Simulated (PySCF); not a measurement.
C3H6OSi, SMILES [Si@H](C)(O)C#C.

The structure is a stationary point at r2SCAN-D4/def2-SVP. The structure was generated by enumeration; whether it is a known compound was not checked. One conformer was computed; it need not be the lowest.

Computed with PBE/def2-TZVP in PySCF.

The molecule is in vacuum.

Computed frontier levels, gap, dipole moment and polarisability:
| Item | Value |
|---|---|
| highest occupied level | -6.85 eV |
| lowest empty level | -1.26 eV |
| orbital gap | 5.58 eV |
| dipole moment | 0.83 D |
| quadrupole, principal values (traceless, Buckingham form, about the centre of nuclear charge) | -7.01, 1.61, 5.40 D·Å |
| mean static polarisability | 63.5 bohr³ (9.41 Å³) |
| polarisability, principal values | 50.7, 56.4, 83.3 bohr³ |
